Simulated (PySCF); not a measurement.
C2H7GaS, SMILES [SH][Ga]([CH3])[CH3]. The structure is a stationary point at B3LYP-D3(BJ)/def2-SVP. The structure was generated by enumeration; whether it is a known compound was not checked. The values are those of a single conformer.

**Question.** Give the equilibrium geometry at B3LYP-D3(BJ)/def2-SVP (PySCF confirms it by a frequency run) as a Z-matrix. (The exact figures need the calculation; the answer reports its results.)

**Answer.** One answer among several that fit: 
```
Ga
C 1 1.9762
H 2 1.0996 1 111.74
H 2 1.1021 3 108.84 1 -122.27
H 2 1.1026 3 108.51 4 -116.57
C 1 1.9786 2 126.46 3 -173.69
H 6 1.0999 1 111.93 2 -162.39
H 6 1.1015 7 108.97 1 -122.99
H 6 1.1031 7 108.15 8 -116.63
S 1 2.2348 2 115.00 3 5.75
H 10 1.3533 1 95.65 2 179.21
```
